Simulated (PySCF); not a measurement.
Species: C6H7O3P.
SMILES with atom numbers: `[CH3:1][O:2][C:3](=[O:4])[c:5]1[o:6][cH:7][p:8][c:9]1[CH3:10]`

Definitions: NICS(0) = −σiso at the ring centroid; NICS(1) = −σiso and NICS(1)zz = −σzz at ±1 Å along the ring normal z. Level: GIAO PBE0/pcSseg-1 (PySCF, non-relativistic, gas phase) on the GFN2-xTB geometry, one conformer.

Ring bond lengths (Å), with Mayer bond orders in brackets: C5–O6 1.344 (1.02), O6–C7 1.328 (1.14), C7–P8 1.714 (1.50), P8–C9 1.774 (1.18), C9–C5 1.377 (1.45).

Q: What do the NICS probes read (ppm)?

A: 
```
          ring                                                     type  NICS(0)  NICS(1), two faces  NICS(1)zz, two faces  rms pucker (Å)  centre to ring atoms, mean (Å)
C5–O6–C7–P8–C9  5-membered ring with O and P; formal bonds all aromatic    -11.1       -11.0 / -11.0         -24.5 / -24.5            0.00                            1.27
```

Q: What do they say, and how far can they be read as aromaticity?

A: 
- C5–O6–C7–P8–C9: mean NICS(1)zz -24.5 ppm, shielded.

Q: What does the geometric index give? HOMA takes Krygowski's 1993 parameters.

A: 
- C5–O6–C7–P8–C9: HOMA 0.53; the largest term is that of C5–O6, α(R − Ropt)² = 0.99.

Q: List the ring angles and the Hirshfeld charges of the ring atoms.

A: 
- C5–O6–C7–P8–C9: C5 115.0° (+0.030 e), O6 111.3° (-0.043 e), C7 116.4° (-0.029 e), P8 87.2° (+0.051 e), C9 110.1° (-0.054 e); sum 540.0° against 540° for a flat convex ring.

Q: How shielded are the nuclei of the rings and their hydrogens (means over atoms taken as equivalent)?

A: 
| atoms | environment | σ isotropic (ppm) |
| --- | --- | --- |
| C5 | substituted aromatic carbon | 34.3 |
| O6 | furan-type oxygen | -27.7 |
| C7 | aromatic CH next to a ring oxygen | -3.5 |
| P8 | phosphorus bonded to 2 C | 170.7 |
| C9 | substituted aromatic carbon | 22.0 |
| H on C7 | aromatic hydrogen | 22.89 |

Conformer computed: `[CH3:1][O:2][C:3](=[O:4])[c:5]1[o:6][cH:7][p:8][c:9]1[CH3:10]`: C1–O2–C3–O4 0°, O2–C3–C5–O6 0°.
